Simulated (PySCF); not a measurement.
Compound: C₇H₈FN.
SMILES with atom numbers: `[NH2:1][CH2:2][C:3]#[C:4][C:5]#[C:6][CH2:7][CH2:8][F:9]` (hydrogens: H10, H11 on N1; H12, H13 on C2; H14, H15 on C7; H16, H17 on C8)

Method: PySCF, PBE/6-31G* geometry optimisation, gas phase; density fitting, grid level 1; the optimiser is geomeTRIC in internal coordinates, started from a GFN2-xTB structure.

Step 0: E = -11577.9704 eV
```
atom  x, y, z in Å  |  force x, y, z in eV/Å
N1      4.3390    0.3159    0.5465    0.834  -0.199  -0.039
C2      3.5840   -0.6890   -0.1928   -0.078   0.199   0.119
C3      2.1486   -0.4622   -0.1968    1.668  -0.462  -0.121
C4      0.9830   -0.1550   -0.1176   -2.016   0.315  -0.020
C5     -0.3428    0.1376   -0.0676    1.965  -0.336   0.000
C6     -1.5148    0.4185   -0.0075   -1.751   0.501   0.137
C7     -2.9246    0.7294    0.0467    0.160  -0.308  -0.184
C8     -3.7350   -0.3143   -0.7213   -0.068  -0.089  -0.063
F9     -5.0718   -0.0060   -0.6589   -0.934   0.386   0.156
H10     4.1827    1.2370    0.1500   -0.179   0.388  -0.110
H11     4.0357    0.3429    1.5146   -0.229   0.075   0.371
H12     3.9527   -0.6971   -1.2251    0.199  -0.177  -0.283
H13     3.7951   -1.6674    0.2544    0.171  -0.345  -0.022
H14    -3.2589    0.7509    1.0889   -0.240   0.068   0.331
H15    -3.1030    1.7174   -0.3895   -0.193   0.355  -0.103
H16    -3.4601   -0.3343   -1.7812    0.362  -0.066  -0.263
H17    -3.6168   -1.3121   -0.2862    0.329  -0.305   0.094
```

Question: Estimate the geometry and energy of step 1. (The exact step hangs on the optimiser's Hessian estimate; all steps are aligned on step 0, rigid shifts and turns removed.)

Answer: E = -11578.0989 eV, largest force 0.224 eV/Å
```
atom  x, y, z in Å  |  force x, y, z in eV/Å
N1      4.4204    0.3089    0.5534    0.099   0.071   0.058
C2      3.6246   -0.6851   -0.1865    0.037  -0.083  -0.047
C3      2.1774   -0.4501   -0.1868    0.079  -0.091  -0.062
C4      0.9807   -0.1687   -0.1316   -0.034   0.162   0.132
C5     -0.3388    0.1553   -0.0566    0.019  -0.172  -0.143
C6     -1.5355    0.4308   -0.0052   -0.064   0.095   0.072
C7     -2.9584    0.7241    0.0380   -0.093   0.058   0.026
C8     -3.7874   -0.3193   -0.7282   -0.025  -0.010  -0.009
F9     -5.1381    0.0209   -0.6442    0.111  -0.011  -0.002
H10     4.2269    1.2400    0.1630   -0.014  -0.017   0.006
H11     4.0790    0.3467    1.5223   -0.011  -0.001  -0.018
H12     4.0026   -0.7177   -1.2273   -0.022   0.005   0.021
H13     3.8448   -1.6835    0.2400   -0.018   0.024  -0.007
H14    -3.3202    0.7560    1.0849    0.010   0.001  -0.018
H15    -3.1655    1.7220   -0.3970    0.004  -0.019   0.010
H16    -3.4829   -0.3449   -1.7900   -0.040   0.000  -0.019
H17    -3.6364   -1.3231   -0.2917   -0.040  -0.012   0.001
```

The energy changes by -0.1285 eV. The first-order estimate −F·Δx gives -0.2637 eV and the mean of the old and new forces, exact on a quadratic surface, -0.1305 eV. The step makes an angle of 72° with the force vector and moves no atom by more than 0.082 Å.

The cost below is that of the whole optimisation. On Arm Neoverse V2, one thread (shared host), this took 50 s wall and 0.61 GiB of memory at its peak.
